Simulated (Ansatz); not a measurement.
Program: Ansatz. Geometries: PBE0-D4/def2-TZVP. ΔE: electronic, gas phase. CCSD(T)/CBS is the MP2 limit (def2-TZVPP, def2-QZVPP) plus CCSD(T) − MP2 in def2-TZVPP, frozen cores. This one scheme is used for every species, atoms too. For atomizations the MP2-based limit and the directly extrapolated one differ by several kJ/mol either way, and by 10 to 25 for some Ge, Se and Sn compounds, so smaller differences from it don't rank the levels. DFT in def2-TZVPP. No spin–orbit coupling; open shells (•) take unrestricted orbitals. Spin–orbit coupling would lower the free atoms: a little for C, F, O. Bonds to Zn are less sure, by a few kJ/mol each and by 10 to 20 or more in all where they break to atoms, as the def2 sets lack core-valence functions. Scalar relativity is left out up to krypton.

Reaction (atomization): `[CH3][Zn-]1[O]C(C(F)(F)F)=CC(C(F)(F)F)=[O+]1` → 6 C• + 6 F• + 4 H• + 2 O• + Zn (atom)

(1) What is ΔE at CCSD(T)/CBS? (An estimate is asked.)

(2) What do these levels give: r2SCAN-D4, PBE-QIDH, PBE0, r2SCANh, MP2/def2-SVP, SCS-MP2/def2-TZVPP? (An estimate is asked.)

Largest T1 diagnostic among the species: 0.017.

## Answers

(1) The calculation gave: +8091.3 kJ/mol.

(2) The calculation gave: r2SCAN-D4 8220.7, PBE-QIDH 8099.0, PBE0 8156.3, r2SCANh 8097.0, MP2/def2-SVP 8098.9, SCS-MP2/def2-TZVPP 8012.0 kJ/mol.

From BLYP to BHLYP (50 % exact exchange), in def2-TZVPP and without D4, ΔE moves by −451.2 kJ/mol: exact exchange takes away binding that semilocal exchange gives to molecules. The D4 term adds +83.9 kJ/mol with B3LYP and +45.2 kJ/mol with PBE0; it sums over pairs of atoms, weighted by their polarisabilities, and B3LYP, whose exchange is more repulsive, gets the larger term. At CCSD(T), def2-SVP lies −328.6 kJ/mol from the extrapolated value and def2-TZVPP −226.8 kJ/mol: correlation converges slowly with the basis, and small sets miss more of it in the bonded molecule than in its fragments.

B3LYP here is the variant with VWN-RPA as its local correlation; programs differ in this.
